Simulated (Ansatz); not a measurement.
The molecule BeSi+, multiplicity 4 (an upper state: multiplicity 2 came lower at CCSD(T)/def2-TZVPP on PBE0 minima).

Seven points along R, fitted to fifth degree in 1/R; most abundant isotopes. Runs in def2 and cc sets follow the lowest solution found near the PBE0 minimum.

Codes used: Ansatz (a program for electronic structure) with Gaussian orbitals. Values without a source in brackets are computed.

```json
[
 {"level": "PBE/def2-TZVPP", "r_e (Å)": "2.039", "ω_e (cm⁻¹)": "658", "α_e (cm⁻¹)": "0.0062", "ω_e x_e (cm⁻¹)": "5.4"},
 {"level": "PBE0/def2-TZVPP", "r_e (Å)": "2.017", "ω_e (cm⁻¹)": "693", "α_e (cm⁻¹)": "0.0061", "ω_e x_e (cm⁻¹)": "5.6"},
 {"level": "wB97X-V/def2-TZVPP", "r_e (Å)": "2.003", "ω_e (cm⁻¹)": "718", "α_e (cm⁻¹)": "0.0059", "ω_e x_e (cm⁻¹)": "5.8"},
 {"level": "CCSD/def2-TZVPP", "r_e (Å)": "2.025", "ω_e (cm⁻¹)": "689", "α_e (cm⁻¹)": "0.0061", "ω_e x_e (cm⁻¹)": "5.9"},
 {"level": "CCSD(T)/def2-TZVPP", "r_e (Å)": "2.033", "ω_e (cm⁻¹)": "678", "α_e (cm⁻¹)": "0.0060", "ω_e x_e (cm⁻¹)": "5.4"}
]
```

Correlated levels freeze the inner cores; with def2 sets outer-core shells near the valence are correlated too.
